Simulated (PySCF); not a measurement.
## Two-component Hartree-Fock for Ta³⁶⁺ (tantalum, charge +36)

Start: [Kr] 4d1; 4d5/2 filled at m_j = +5/2. Calculated with PySCF 2.14 in an even-tempered Gaussian basis (17 s from 3.9 bohr⁻², ratio 2.8; 14 p from 5.1 bohr⁻², ratio 2.8; 9 d from 5.1 bohr⁻², ratio 2.8; 3 f from 18 bohr⁻², ratio 3): generalised Hartree-Fock with the X2C-1e Hamiltonian and a Gaussian nucleus; one run each with spin-orbit coupling (SO) screened by Boettger's factors, then bare. This is a chosen level, not necessarily the ground level.

```tsv
spinor shell	electrons	ε, screened SO (eV)	ε, bare SO (eV)	weight of nominal j (bare SO)	rms radius, bare SO (bohr)
1s1/2	2	-69292.2	-69291.0	1.000	0.0211
2s1/2	2	-13316.4	-13316.1	1.000	0.0854
2p1/2	2	-12774.9	-12805.3	1.000	0.0724
2p3/2	4	-11499.3	-11489.3	1.000	0.0799
3s1/2	2	-4251.3	-4251.2	1.000	0.216
3p1/2	2	-4013.4	-4020.0	1.000	0.207
3p3/2	4	-3726.1	-3723.9	1.000	0.222
3d3/2	4	-3333.6	-3339.8	1.000	0.195
3d5/2	6	-3272.6	-3268.8	1.000	0.199
4s1/2	2	-1886.2	-1886.2	1.000	0.454
4p1/2	2	-1778.2	-1780.2	0.999	0.453
4p3/2	4	-1692.3	-1691.6	1.000	0.480
4d5/2	1	-1525.5	-1524.3	1.000	0.469
```

```json
{"quantity": "E (hartree)", "screened SO": "-14855.59284", "bare SO": "-14856.69203"}
{"quantity": "M_J", "screened SO": "5/2", "bare SO": "5/2"}
{"quantity": "⟨J²⟩", "screened SO": "8.751", "bare SO": "8.751"}
{"quantity": "⟨L²⟩", "screened SO": "6.078", "bare SO": "6.083"}
{"quantity": "⟨S²⟩", "screened SO": "0.827", "bare SO": "0.832"}
```

Each row is a mean over spinors that exchange with the open shell spreads, by up to 14.131 eV (4p3/2).

Breit and QED terms are absent; they matter most for the inner s and p1/2 levels.

Densities and radii are taken from the X2C orbitals without a picture-change correction, which distorts them close to the nucleus.
